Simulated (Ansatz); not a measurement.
Geometry optimisation, DFT LDA, scalar-relativistic, plane waves, PAW (Ansatz 0.2.0).

Input:

```yaml
crystal:
  lattice:
    - [5.32, 0.0, 0.0]
    - [2.66, 4.607255, 0.0]
    - [0.0, 0.0, 18.40544]
  atoms:
    - { symbol: Zn, position: [-0.16666667, 0.33333334, 0.05433176] }
    - { symbol: Zn, position: [0.33333333, 0.33333334, 0.05433176] }
    - { symbol: Zn, position: [-0.16666668, 0.83333336, 0.05433176] }
    - { symbol: Zn, position: [0.33333332, 0.83333336, 0.05433176] }
    - { symbol: Zn, position: [0.0, 0.0, 0.18844863] }
    - { symbol: Zn, position: [0.5, 0.0, 0.18844863] }
    - { symbol: Zn, position: [-1.0e-08, 0.50000002, 0.18844863] }
    - { symbol: Zn, position: [0.49999999, 0.50000002, 0.18844863] }
    - { symbol: Zn, position: [-0.16666667, 0.33333334, 0.3225655] }
    - { symbol: Zn, position: [0.33333333, 0.33333334, 0.3225655] }
    - { symbol: Zn, position: [-0.16666668, 0.83333336, 0.3225655] }
    - { symbol: Zn, position: [0.33333332, 0.83333336, 0.3225655] }
    - { symbol: Zn, position: [0.0, 0.0, 0.45668237] }
    - { symbol: Zn, position: [0.5, 0.0, 0.45668237] }
    - { symbol: Zn, position: [-1.0e-08, 0.50000002, 0.45668237] }
    - { symbol: Zn, position: [0.49999999, 0.50000002, 0.45668237] }
    - { symbol: "N", position: [-1.0e-08, 0.75000002, 0.53600675] }
    - { symbol: H, position: [-0.16666669, 1.33333338, 0.47569849] }
    - { symbol: H, position: [-0.02347718, 0.91073371, 0.57947216] }
basis:
  ecutwfc: 420.0
kpoints:
  mp_grid: { grid: [4, 4, 1] }
hamiltonian:
  xc: lda
scf:
  occupations: { method: gaussian, width: 0.1 }
  lower_state_search: "off"
relax:
  f_tol: 0.03
  max_steps: 60
  adjacent_minimum: "off"
  constraints: [{ sites: [0, 1, 2, 3] }]
output:
  write_density: true
  write_potential: true
  elf: true
  volumetric_format: npy
```

Launched with:

```bash
$ ansatz run input.yaml --threads 4 --pin off --max-ram 10240MiB --backend cpu --events-out ev --progress --plain --runs-dir out
```

**Question.** Where does it end, and by what steps?

**Answer.** The run converged. Limits of this set-up: thin slab, slab without dipole correction, odd electron count without spin, open-shell adsorbate without spin, a typed lattice constant that wasn't relaxed here. After 12 steps the energy has fallen by 3.007 eV; N17 moved furthest, 1.38 Å. Joined: Zn14–N17 (2.73 → 1.91 Å).

```json
{"step": "0", "energy less start (eV)": "0.0000", "largest force component (eV/Å)": "2.175", "accepted": "yes"}
{"step": "1", "energy less start (eV)": "-0.7760", "largest force component (eV/Å)": "1.463", "accepted": "yes"}
{"step": "2", "energy less start (eV)": "-1.3914", "largest force component (eV/Å)": "0.821", "accepted": "yes"}
{"step": "3", "energy less start (eV)": "-1.8318", "largest force component (eV/Å)": "0.911", "accepted": "yes"}
{"step": "4", "energy less start (eV)": "-2.2941", "largest force component (eV/Å)": "0.826", "accepted": "yes"}
{"step": "5", "energy less start (eV)": "-2.5554", "largest force component (eV/Å)": "1.186", "accepted": "yes"}
{"step": "6", "energy less start (eV)": "-2.7761", "largest force component (eV/Å)": "0.542", "accepted": "yes"}
{"step": "7", "energy less start (eV)": "-2.9257", "largest force component (eV/Å)": "0.324", "accepted": "yes"}
{"step": "8", "energy less start (eV)": "-2.9891", "largest force component (eV/Å)": "0.104", "accepted": "yes"}
{"step": "9", "energy less start (eV)": "-2.9999", "largest force component (eV/Å)": "0.136", "accepted": "yes"}
{"step": "10", "energy less start (eV)": "-3.0031", "largest force component (eV/Å)": "0.082", "accepted": "yes"}
{"step": "11", "energy less start (eV)": "-3.0057", "largest force component (eV/Å)": "0.041", "accepted": "yes"}
{"step": "12", "energy less start (eV)": "-3.0067", "largest force component (eV/Å)": "0.019", "accepted": "yes"}
```

```xyz
19
Lattice="5.3200 0.0000 0.0000 2.6600 4.6073 0.0000 0.0000 0.0000 18.4054" Properties=species:S:1:pos:R:3
Zn 0.000 1.536 1.000
Zn 2.660 1.536 1.000
Zn 1.330 3.839 1.000
Zn 3.990 3.839 1.000
Zn -0.011 -0.006 3.282
Zn 2.664 -0.003 3.282
Zn 1.322 2.301 3.272
Zn 3.991 2.299 3.312
Zn -0.001 1.529 5.414
Zn 2.630 1.545 5.460
Zn 1.315 3.840 5.417
Zn 3.985 3.849 5.469
Zn 0.190 0.013 7.766
Zn 2.618 -0.013 7.665
Zn 1.515 2.065 8.127
Zn 3.965 2.306 7.486
N 1.374 3.849 8.701
H 2.421 6.276 8.555
H 1.326 4.042 9.705
```

Whether the end is a true minimum wasn't checked by a vibrational analysis.

Time of the run: 2.2 min on 4 threads of Intel(R) Xeon(R) Platinum 8488C (Sapphire Rapids) (shared host), peak memory 1.7 GiB.
